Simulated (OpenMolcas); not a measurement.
**Si III: effect of the active space**

| Property | Result |
| --- | --- |
| Program | OpenMolcas 26.06 |
| Method | MS-CASPT2 or its RAS form, IPEA 0.25 Eh, imaginary shift 0.1 Eh |
| Basis | ANO-RCC-VTZP |
| Scalar Hamiltonian | DKH2, point nucleus |
| Spin-orbit coupling | RASSI with atomic mean-field integrals over the reference wave functions, term energies averaged over their components |

A. 2 electrons in 4 orbitals (3s 3p); 2S+1 = 3 even, 3 roots; 2S+1 = 1 even, 7 roots; 2S+1 = 3 odd, 3 roots; 2S+1 = 1 odd, 3 roots; closed shells correlated: 2s 2p; CASPT2 step roughly 1.4 core-seconds
B. 2 electrons in 8 orbitals (3s 3p 4s 4p); 2S+1 = 3 even, 3 roots; 2S+1 = 1 even, 7 roots; 2S+1 = 3 odd, 3 roots; 2S+1 = 1 odd, 3 roots; closed shells correlated: 2s 2p; CASPT2 step about 2.6 core-seconds
C. 2 electrons in 9 orbitals (RAS2 3s 3p; RAS3 3d, at most 2 electrons); 2S+1 = 3 even, 3 roots; 2S+1 = 1 even, 7 roots; 2S+1 = 3 odd, 3 roots; 2S+1 = 1 odd, 3 roots; closed shells correlated: 2s 2p; CASPT2 step roughly 4 core-seconds

Energies in cm-1 above 3s2 1S0, the measured ground level; measured values from NIST levels in Kelleher and Podobedova, J. Phys. Chem. Ref. Data 37, 1285 (2008).

| Level | A | B | C | Measured |
| --- | --- | --- | --- | --- |
| 3s2 1S0 | 0.0 | 0.0 | 0.0 | 0.0 |
| 3s 3p 3P* 0 | 51986 | 52019 | 51760 | 52725 |
| 3s 3p 3P* 1 | 52093 | 52126 | 51867 | 52853 |
| 3s 3p 3P* 2 | 52309 | 52342 | 52082 | 53115 |
| 3s 3p 1P* 1 | 85438 | 85048 | 83385 | 82884 |

Deviations, from unrounded energies. A percentage is the sum of absolute deviations over the sum of measured energies, with the sign that they share, or ± where signs differ.

```csv
Against measurement,Levels,A,B,C
mean absolute deviation (cm-1),4,1200,1100,870
other configurations (%),4,±2.0,±1.8,±1.4
```

C lies closest to measurement on these levels and A furthest from it. The largest miss of C in the table is 3s 3p 3P* 2, by -1000 cm-1. The ranking rests on the paired levels alone, and a cruder setting can come out closer through cancelling errors.

Among A to C the level of the table that moves most is 3s 3p 1P* 1, by 2100 cm-1 (lowest in C, highest in A).

Over all roots computed the reference weight is 0.92 to 1.00 in A, 0.90 to 1.00 in B; the roots of lowest weight are the least certain, and an intruder state may touch them. The run also gave levels led by 3s 4s, which use shells meant for correlation; these and all levels above them are left out (holds for B). Active for correlation alone: 3d; no level in the range computed is led by a configuration that fills it, so any true level of that kind is missing (holds for C). Measured partners are found by configuration, term and J. A level has none where our copy of the source lacks it or the pairing is in doubt (some pairs that miss far off the trend of their configuration count as doubtful), and it then counts in no deviation. Levels of configurations outside the active space are missing. Levels that lie high or do not pair safely by name in every column are left out.

* marks odd parity.
